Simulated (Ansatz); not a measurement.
# Molecular dynamics of O

The input (input.yaml):

```yaml
accuracy: low
crystal:
  lattice:
    - [7.877294, 0.0, 0.0]
    - [0.0, 7.877294, 0.0]
    - [0.0, 0.0, 7.877294]
  atoms:
    - { symbol: O, position: [0.42283051, 0.3886379, 0.81998704], spin: 1.0 }
    - { symbol: O, position: [0.52943948, 0.28854786, 0.83776279], spin: 1.0 }
    - { symbol: O, position: [0.26808351, 0.32350289, 0.50381588], spin: 1.0 }
    - { symbol: O, position: [0.16641272, 0.4304176, 0.49111468], spin: 1.0 }
    - { symbol: O, position: [0.43420971, 0.85602722, 0.19434969], spin: 1.0 }
    - { symbol: O, position: [0.46616693, 0.97934505, 0.10802187], spin: 1.0 }
    - { symbol: O, position: [0.72507438, 0.57521984, 0.78826656], spin: 1.0 }
    - { symbol: O, position: [0.81298156, 0.50856974, 0.68281234], spin: 1.0 }
    - { symbol: O, position: [-0.12855242, 0.20394615, 0.35339382], spin: 1.0 }
    - { symbol: O, position: [-0.14120908, 0.17933651, 0.20293972], spin: 1.0 }
    - { symbol: O, position: [0.86391348, 0.55812124, 0.10264556], spin: 1.0 }
    - { symbol: O, position: [0.8252382, 0.7074307, 0.1113522], spin: 1.0 }
    - { symbol: O, position: [0.74397424, 0.70891443, 0.44724171], spin: 1.0 }
    - { symbol: O, position: [0.71047232, 0.83123298, 0.53313363], spin: 1.0 }
    - { symbol: O, position: [0.17824517, 0.65923604, 0.01815001], spin: 1.0 }
    - { symbol: O, position: [0.11958566, 0.56144759, -0.08146041], spin: 1.0 }
magnetization:
  spin_polarized: true
basis:
  ecutwfc: 420.0
kpoints:
  mp_grid: { grid: [1, 1, 1] }
hamiltonian:
  xc: lda
scf:
  occupations: { method: fermi_dirac, width: 0.002 }
  lower_state_search: "off"
md:
  timestep: 1
  n_steps: 200
  ensemble: nve
  temperature: 700.0
  initial_velocities: maxwell_boltzmann
  seed: 454859
```

Launched with:

```bash
$ ansatz run input.yaml --threads 1 --pin off --max-ram 3072MiB --backend cpu --events-out ev --progress --plain --runs-dir out
```

It goes on from the last frame of an earlier run, with new velocities.

Output, in part (step lines):

```
md step     0: t =     0.00 fs  T =   700.0 K  F+E_penalty+E_count = -8837.82533545 eV  E_kin = 1.357230 eV  conserved = -8836.46810547 eV  (12 SCF iters)
md step     1: t =     1.00 fs  T =   700.6 K  F+E_penalty+E_count = -8837.82655147 eV  E_kin = 1.358472 eV  conserved = -8836.46807980 eV  (7 SCF iters)
md step     2: t =     2.00 fs  T =   698.1 K  F+E_penalty+E_count = -8837.82119895 eV  E_kin = 1.353482 eV  conserved = -8836.46771659 eV  (7 SCF iters)
md step     3: t =     3.00 fs  T =   694.5 K  F+E_penalty+E_count = -8837.81392527 eV  E_kin = 1.346528 eV  conserved = -8836.46739770 eV  (7 SCF iters)
md step     4: t =     4.00 fs  T =   691.8 K  F+E_penalty+E_count = -8837.80877405 eV  E_kin = 1.341408 eV  conserved = -8836.46736627 eV  (8 SCF iters)
md step     5: t =     5.00 fs  T =   690.2 K  F+E_penalty+E_count = -8837.80571445 eV  E_kin = 1.338175 eV  conserved = -8836.46753933 eV  (8 SCF iters)
md step     6: t =     6.00 fs  T =   688.0 K  F+E_penalty+E_count = -8837.80167026 eV  E_kin = 1.333978 eV  conserved = -8836.46769251 eV  (8 SCF iters)
md step     7: t =     7.00 fs  T =   683.9 K  F+E_penalty+E_count = -8837.79374893 eV  E_kin = 1.326067 eV  conserved = -8836.46768149 eV  (8 SCF iters)
[... lines left out ...]
md step   200: t =   200.00 fs  T =   660.5 K  F+E_penalty+E_count = -8837.74729053 eV  E_kin = 1.280687 eV  conserved = -8836.46660363 eV  (8 SCF iters)
```

The steps, from the saved trajectory:

```json
{"time (fs)": "0.0", "T (K)": "700", "potential energy less start (eV)": "0.000", "conserved less start (meV/atom)": "0.00"}
{"time (fs)": "6.0", "T (K)": "688", "potential energy less start (eV)": "0.024", "conserved less start (meV/atom)": "0.03"}
{"time (fs)": "12.0", "T (K)": "660", "potential energy less start (eV)": "0.079", "conserved less start (meV/atom)": "0.07"}
{"time (fs)": "18.0", "T (K)": "657", "potential energy less start (eV)": "0.084", "conserved less start (meV/atom)": "0.06"}
{"time (fs)": "24.0", "T (K)": "654", "potential energy less start (eV)": "0.091", "conserved less start (meV/atom)": "0.05"}
{"time (fs)": "30.0", "T (K)": "634", "potential energy less start (eV)": "0.128", "conserved less start (meV/atom)": "0.05"}
{"time (fs)": "36.0", "T (K)": "624", "potential energy less start (eV)": "0.147", "conserved less start (meV/atom)": "0.02"}
{"time (fs)": "42.0", "T (K)": "613", "potential energy less start (eV)": "0.170", "conserved less start (meV/atom)": "0.00"}
{"time (fs)": "48.0", "T (K)": "585", "potential energy less start (eV)": "0.224", "conserved less start (meV/atom)": "0.02"}
{"time (fs)": "54.0", "T (K)": "540", "potential energy less start (eV)": "0.312", "conserved less start (meV/atom)": "0.08"}
{"time (fs)": "60.0", "T (K)": "547", "potential energy less start (eV)": "0.297", "conserved less start (meV/atom)": "0.06"}
{"time (fs)": "66.0", "T (K)": "567", "potential energy less start (eV)": "0.259", "conserved less start (meV/atom)": "0.06"}
{"time (fs)": "72.0", "T (K)": "594", "potential energy less start (eV)": "0.206", "conserved less start (meV/atom)": "0.05"}
{"time (fs)": "78.0", "T (K)": "643", "potential energy less start (eV)": "0.111", "conserved less start (meV/atom)": "0.03"}
{"time (fs)": "84.0", "T (K)": "711", "potential energy less start (eV)": "-0.021", "conserved less start (meV/atom)": "0.00"}
{"time (fs)": "90.0", "T (K)": "742", "potential energy less start (eV)": "-0.081", "conserved less start (meV/atom)": "0.03"}
{"time (fs)": "96.0", "T (K)": "736", "potential energy less start (eV)": "-0.068", "conserved less start (meV/atom)": "0.09"}
{"time (fs)": "102.0", "T (K)": "771", "potential energy less start (eV)": "-0.137", "conserved less start (meV/atom)": "0.06"}
{"time (fs)": "108.0", "T (K)": "785", "potential energy less start (eV)": "-0.164", "conserved less start (meV/atom)": "0.08"}
{"time (fs)": "114.0", "T (K)": "779", "potential energy less start (eV)": "-0.153", "conserved less start (meV/atom)": "0.05"}
{"time (fs)": "120.0", "T (K)": "769", "potential energy less start (eV)": "-0.132", "conserved less start (meV/atom)": "0.04"}
{"time (fs)": "126.0", "T (K)": "794", "potential energy less start (eV)": "-0.183", "conserved less start (meV/atom)": "0.00"}
{"time (fs)": "132.0", "T (K)": "781", "potential energy less start (eV)": "-0.156", "conserved less start (meV/atom)": "0.05"}
{"time (fs)": "138.0", "T (K)": "748", "potential energy less start (eV)": "-0.091", "conserved less start (meV/atom)": "0.10"}
{"time (fs)": "144.0", "T (K)": "761", "potential energy less start (eV)": "-0.117", "conserved less start (meV/atom)": "0.08"}
{"time (fs)": "150.0", "T (K)": "765", "potential energy less start (eV)": "-0.125", "conserved less start (meV/atom)": "0.09"}
{"time (fs)": "156.0", "T (K)": "755", "potential energy less start (eV)": "-0.107", "conserved less start (meV/atom)": "0.04"}
{"time (fs)": "162.0", "T (K)": "729", "potential energy less start (eV)": "-0.056", "conserved less start (meV/atom)": "0.06"}
{"time (fs)": "168.0", "T (K)": "758", "potential energy less start (eV)": "-0.113", "conserved less start (meV/atom)": "0.00"}
{"time (fs)": "174.0", "T (K)": "726", "potential energy less start (eV)": "-0.049", "conserved less start (meV/atom)": "0.07"}
{"time (fs)": "180.0", "T (K)": "689", "potential energy less start (eV)": "0.022", "conserved less start (meV/atom)": "0.10"}
{"time (fs)": "186.0", "T (K)": "689", "potential energy less start (eV)": "0.023", "conserved less start (meV/atom)": "0.08"}
{"time (fs)": "192.0", "T (K)": "679", "potential energy less start (eV)": "0.041", "conserved less start (meV/atom)": "0.10"}
{"time (fs)": "198.0", "T (K)": "678", "potential energy less start (eV)": "0.044", "conserved less start (meV/atom)": "0.04"}
```

All steps were run. The conserved energy stayed within 0.13 meV per atom of its start (net change 0.094 meV per atom), so the integration is sound. A run of 0.2 ps of so small a system gives no equilibrium averages. The smearing is very narrow for this mesh. Limits of this set-up: coarse k mesh, low accuracy level.

Mean squared displacements from the first frame to the last, about the centre of mass: O 2.02 Å².

Last frame:

```xyz
16
Lattice="7.8773 0.0000 0.0000 0.0000 7.8773 0.0000 0.0000 0.0000 7.8773" Properties=species:S:1:pos:R:3
O 3.772 2.080 6.998
O 2.877 1.582 6.286
O 0.888 3.451 4.485
O 1.994 3.387 5.046
O 4.252 7.604 -0.130
O 3.930 6.566 0.370
O 6.168 4.193 5.952
O 6.240 3.256 6.710
O -0.649 1.750 1.921
O 0.443 1.225 1.839
O 7.352 4.831 1.085
O 6.245 5.212 1.302
O 4.468 6.933 3.786
O 3.670 7.821 3.754
O 2.224 4.315 -0.361
O 1.241 4.798 -0.885
```

The run took 16 min on 1 thread of Arm Neoverse V1, on a shared host, peak memory 0.47 GiB.
